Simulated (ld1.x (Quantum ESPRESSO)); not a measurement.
## PBE TM dataset for hydrogen (H), fully relativistic all-electron reference.

* Element: hydrogen (H)
* Generator: ld1.x (Quantum ESPRESSO) 7.5
* Type: norm-conserving Troullier–Martins (Kleinman–Bylander form)
* Functional: PBE
* Relativity: fully relativistic
* Frozen core: none
* Valence charge: 1
* Reference configuration: 1s0.75 (charge +0.25)
* Partial waves: 2p channel at -0.05 Ry: rc 0.55 bohr; 1s (bound): rc 0.60 bohr
* Local potential: the s channel
* Core correction: none

Open shells are filled in proportion to 2j + 1 (rel_dist='average').

(1) Estimate the cutoffs (Ry, on a coarse ladder) from which the occupation-weighted sum of valence levels, in a spherical-Bessel basis at the reference potential, stays within 10 and 1 mRy of its value at 400 Ry.

(2) Does the potential have ghost states?

(3) Tests: 1s1; 1s0.5. Which has the largest error in its energy relative to the reference configuration, and how large is it?

Answers

(1) 35 Ry and 90 Ry.

(2) No extra level below or beside the all-electron valence levels (p1/2, p3/2, s, d, f tested).

(3) 1s1, with +0.1 meV (all-electron minus pseudo) on -1.99 eV.
